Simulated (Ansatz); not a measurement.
```yaml
crystal:
  periodic: [false, false, false]
  atoms:
    - {symbol: F, position_ang: [-0.112210, -4.037318, -0.818673]}
    - {symbol: Si, position_ang: [1.001497, -2.496353, -1.362362]}
    - {symbol: F, position_ang: [0.825344, -2.294153, -3.321592]}
    - {symbol: C, position_ang: [0.226341, -0.628007, -0.351542]}
    - {symbol: C, position_ang: [-0.235321, 0.633112, 0.353651]}
    - {symbol: Si, position_ang: [-0.951539, 2.534710, 1.409552]}
    - {symbol: H, position_ang: [2.756181, -2.854601, -0.954590]}
    - {symbol: H, position_ang: [-2.710466, 2.855905, 0.926277]}
    - {symbol: H, position_ang: [-0.824237, 2.277826, 3.239713]}
    - {symbol: H, position_ang: [0.128160, 3.945006, 0.883189]}
basis:
  gaussian: {orbitals: "6-31G*"}
total_charge: 1
magnetization: {spin_polarized: true, initial_magnetization: 1}
hamiltonian: {xc: {name: B2GP-PLYP}, pseudopotentials: {relativity: scalar}}
```

```sh
$ ansatz run in.yaml --threads 4 --pin off --events-out ev --progress --plain --max-ram 10444MiB
```

Shortened log:

```
Functional definition: B2GP-PLYP
996 factors; integrals over basis functions are off by at most 1.2e-3 eV
mean field evaluation 1: about -23304.1659 eV, gradient 5.0e1 eV
mean field evaluation 2: about -23304.1936 eV, gradient 5.0e1 eV
mean field evaluation 4: about -23315.8313 eV, gradient 6.3e0 eV
mean field evaluation 8: about -23316.3104 eV, gradient 9.9e-1 eV
mean field evaluation 16: about -23316.3244 eV, gradient 1.1e-1 eV
mean field evaluation 32: about -23316.4641 eV, gradient 4.1e-6 eV
mean field -23316.46406126 eV, -856.8642497843 hartree, gradient 4.1e-10 eV, S^2 1.132418; 3 other end points of the search recorded, 0 dependent functions left out
14 core orbitals not correlated: weight in the atoms' cores, before any rotation towards them, 1.000 or more for the frozen orbitals, at most 0.000 for the correlated occupied ones
reference -23316.46421813 eV, -856.8642555493 hartree; 17, 16 occupied and 75, 76 virtual orbitals, 996 factors
second order -24.25091040 eV of doubles, -0.00000000 eV of singles
Total energy: -23325.19454588 eV, -857.1850891763 hartree
Relativity: scalar
```

It took 25 s on 4 threads of an Arm Neoverse V2 on a shared host, with 0.42 GiB of host memory at the peak.
